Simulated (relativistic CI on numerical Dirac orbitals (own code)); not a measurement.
V²⁺ in a cubic cluster: 3p photoemission with charge transfer

Computed with a charge-transfer multiplet model of a cubic metal-ligand cluster with up to one ligand hole, Slater and spin-orbit integrals from Dirac-Coulomb-Breit ions, Slater integrals scaled by 0.8. The ground state mixes d3 with configurations of k ligand holes L, whose averages lie at kΔ + k(k − 1)U_dd/2; a core hole lowers each added d electron by U_cd. 300 K, Lorentzian 0.9 eV and Gaussian 0.8 eV FWHM.

Atomic integrals in eV (Slater integrals scaled, ζ unscaled), ground: F2dd 7.134, F4dd 4.434, zeta_d 0.019; with the core hole: F2dd 8.133, F4dd 5.098, zeta_d 0.024, zeta_core 0.548, F2cd 8.821, G1cd 10.976, G3cd 6.677.

Cluster parameters (eV): Δ = 6.3, U_dd = 6.1, U_cd = 7.3, 10Dq(ligand) = 0.4, V(eg) = 1.75, V(t2g) = -0.79, final-state hopping factor = 1.

```csv
Case,n_d,d3,d4L,S
10Dq = 0.45 eV,3.18,0.82,0.18,1.50
10Dq = 0.75 eV,3.18,0.82,0.18,1.50
10Dq = 1.05 eV,3.17,0.83,0.17,1.50
```

Weights, n_d and S are thermal averages at 300 K. Binding energies count from the first peak over 30 % of the highest in each spectrum, which can be another peak from case to case. The parameters are a model scan and need not match a compound or its usual spin state. Peaks in eV (height, largest 100):
- 10Dq = 0.45 eV: 0.0 (100), 2.3 (83), 4.9 (39), 8.6 (36), 10.4 (21), 12.3 (19), 14.9 (11), 17.7 (22), 23.8 (6)
- 10Dq = 0.75 eV: 0.0 (100), 2.3 (77), 4.7 (35), 8.4 (32), 10.6 (19), 12.4 (17), 15.0 (10), 17.8 (20), 23.9 (5)
- 10Dq = 1.05 eV: 0.0 (100), 2.3 (71), 8.3 (29), 10.9 (16), 12.5 (16), 15.2 (9), 17.9 (18), 24.1 (5)

Curve for 10Dq = 0.75 eV (points under 2 left out, the grid thinned):

E (eV), Intensity and a bar:
```
     -3.3        3.7 
     -2.6        5.6 #
     -2.0        9.1 ##
     -1.3       20.9 ######
     -0.6       64.5 ###################
      0.1       98.2 ##############################
      0.7       60.9 ##################
      1.4       49.6 ###############
      2.1       75.0 #######################
      2.8       60.0 ##################
      3.4       40.6 ############
      4.1       34.8 ##########
      4.8       34.6 ##########
      5.4       31.0 #########
      6.1       21.0 ######
      6.8       18.5 #####
      7.5       23.2 #######
      8.1       30.3 #########
      8.8       30.1 #########
      9.5       21.0 ######
     10.2       18.5 #####
     10.8       18.5 #####
     11.5       17.0 #####
     12.2       17.0 #####
     12.8       15.9 ####
     13.5       10.9 ###
     14.2        8.4 ##
     14.9        9.5 ##
     15.5        8.3 ##
     16.2        6.7 #
     16.9       10.7 ###
     17.6       19.2 #####
     18.2       17.1 #####
     18.9        9.8 ##
     19.6        4.8 #
     20.2        3.1 
     20.9        2.3 
     21.6        2.6 
     22.3        3.5 
     22.9        3.7 #
     23.6        4.9 #
     24.3        4.7 #
     25.0        2.4 
     26.2        2.3 
     26.9        2.1
```

For the case 10Dq = 0.45 eV, Δ = 6.3 eV is larger than U_dd = 6.1 eV, the Mott-Hubbard side of the Zaanen-Sawatzky-Allen scheme. With the core hole the average of the configuration with one ligand hole lies at Δ − U_cd = -1.0 eV before mixing: the effective hopping of about 3.7 eV (from the holes of the mixed ground state) is comparable with this gap or larger, so the configurations mix strongly.

With at most 1 ligand hole the space is cut while the next configuration still counts, so covalency is underestimated, and a final configuration with one more ligand hole, which can lie low, is missing from the spectra.
